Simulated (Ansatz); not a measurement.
Gas-phase electronic energies from Ansatz, PBE0-D4/def2-TZVP geometries. CCSD(T)/CBS is the MP2 limit (def2-TZVPP, def2-QZVPP) plus CCSD(T) − MP2 in def2-TZVPP, frozen cores. This one scheme is used for every species. Functionals use def2-TZVPP. One conformer a species, not always the lowest.

Reaction (formal exchange of groups at a C–Cl bond): `BCCCl` + `C[SiH3]` → `BCC[SiH2]C` + HCl

`BCCCl`:

Z-matrix (Å, degrees):
```
C
C 1 1.511
B 1 1.555 2 116.8
H 1 1.107 2 108.6 3 -116.2
H 1 1.095 2 110.8 3 130.0
Cl 2 1.790 1 110.4 3 -65.6
H 2 1.089 1 113.1 3 175.7
H 2 1.090 1 111.6 3 52.3
H 3 1.197 1 119.9 2 167.0
H 3 1.197 1 120.9 2 -17.2
```

`C[SiH3]`:

```xyz
8

C    -0.371    0.656    0.637
Si    0.332   -0.587   -0.570
H    -0.433    0.230    1.641
H    -1.375    0.964    0.337
H     0.258    1.548    0.685
H     1.699   -1.007   -0.157
H     0.418   -0.004   -1.937
H    -0.527   -1.800   -0.636
```

`BCC[SiH2]C`:

```xyz
16

B    -2.221   -1.071   -1.308
C    -1.236   -0.304   -0.385
C     0.125    0.110   -0.951
Si    1.204    1.064    0.254
C     1.599    0.052    1.780
H    -1.940   -1.362   -2.437
H    -3.297   -1.388   -0.885
H    -1.784    0.568    0.008
H    -1.119   -0.926    0.518
H     0.675   -0.775   -1.290
H    -0.016    0.725   -1.847
H     0.487    2.309    0.661
H     2.473    1.471   -0.416
H     2.130   -0.865    1.513
H     2.231    0.618    2.468
H     0.689   -0.226    2.317
```

HCl:

Z-matrix (Å, degrees):
```
Cl
H 1 1.279
```

Question: Is it downhill or uphill in electronic energy at CCSD(T)/CBS, and by how much? (Estimate.)

Answer: The calculation gave: Downhill: ΔE = -0.47 eV.

Question: What do these levels give: PBE-D4, r2SCAN-D4, B2PLYP, r2SCAN, HF/def2-TZVPP, MP2/def2-TZVPP, SCS-MP2/def2-TZVPP, CCSD/def2-TZVPP, MP2/def2-QZVPP, HF/CBS(def2), MP2/CBS(def2), CCSD/CBS(def2)? (An estimate is asked.)

Answer: The calculation gave: PBE-D4 -0.44, r2SCAN-D4 -0.45, B2PLYP -0.40, r2SCAN -0.43, HF/def2-TZVPP -0.31, MP2/def2-TZVPP -0.48, SCS-MP2/def2-TZVPP -0.43, CCSD/def2-TZVPP -0.46, MP2/def2-QZVPP -0.48, HF/CBS(def2) -0.32, MP2/CBS(def2) -0.48, CCSD/CBS(def2) -0.46 eV.

Largest T1 diagnostic among the species: 0.010.

In def2-TZVPP, CCSD(T) changes the Hartree–Fock value by −0.16 eV (the triples alone add −0.00 eV) and MP2 by −0.17 eV. The D4 term adds −0.06 eV with B3LYP and −0.04 eV with PBE0; it sums over pairs of atoms, weighted by their polarisabilities, and B3LYP, whose exchange is more repulsive, gets the larger term.

B3LYP here is the variant with VWN-RPA as its local correlation; programs differ in this.
